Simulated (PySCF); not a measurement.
B2H6O4Si, SMILES OB(O)[SiH2]B(O)O.

The structure is a stationary point at PBE-D3(BJ)/def2-SVP. This is a generated structure with no PubChem entry under its InChIKey; it may be hypothetical. One conformer was computed; it need not be the lowest.

All values below come from PySCF with PBE-D3(BJ)/def2-SVP.

Frequencies are harmonic and unscaled.

Task: Estimate the vibrational spectrum. (An estimate is asked for; the answer gives what the named calculation found.)

Result: 
```
mode  ν (cm⁻¹)  IR (km/mol)  moving atoms (share of kinetic energy)
----  --------  -----------  --------------------------------------
1           27          1.6                 O 64 %, Si 21 %, H 15 %
2           77          0.1                                  O 90 %
3          153          7.6                 O 71 %, Si 16 %, H 10 %
4          224          1.2                  O 57 %, H 26 %, B 16 %
5          237          1.4                  O 54 %, H 29 %, B 16 %
6          293          2.1                  O 43 %, H 33 %, B 17 %
7          355          0.6                   B 47 %, H 43 %, O 9 %
8          374         14.8                 O 45 %, Si 38 %, H 15 %
9          405          8.9                 Si 40 %, O 38 %, H 17 %
10         524        215.3                                  H 90 %
11         541         47.3                 H 61 %, B 24 %, Si 11 %
12         559         30.2         O 43 %, H 23 %, B 22 %, Si 12 %
13         566         35.4          O 38 %, H 31 %, B 21 %, Si 9 %
14         595          9.8                          H 84 %, O 12 %
15         629         99.4                  H 43 %, B 39 %, O 16 %
16         693         35.2                          H 71 %, B 18 %
17         703         56.5                 H 68 %, B 13 %, Si 13 %
18         739         42.2                                  H 93 %
19         883         52.8                                  H 96 %
20         961        191.3                          H 77 %, O 19 %
21         994         46.2                          H 63 %, O 35 %
22         997         84.7                          H 57 %, O 41 %
23        1122         84.9                  H 74 %, B 14 %, O 12 %
24        1243        149.4                  B 57 %, H 22 %, O 20 %
25        1283        260.8                  B 51 %, H 25 %, O 24 %
26        1362        295.4                          B 69 %, O 26 %
27        1415        202.0                          B 70 %, O 24 %
28        2117         69.1                                  H 97 %
29        2128         93.4                                  H 97 %
30        3522        381.1                                  H 94 %
31        3659         26.8                                  H 94 %
32        3663         20.2                                  H 94 %
33        3761         84.6                                  H 94 %
```
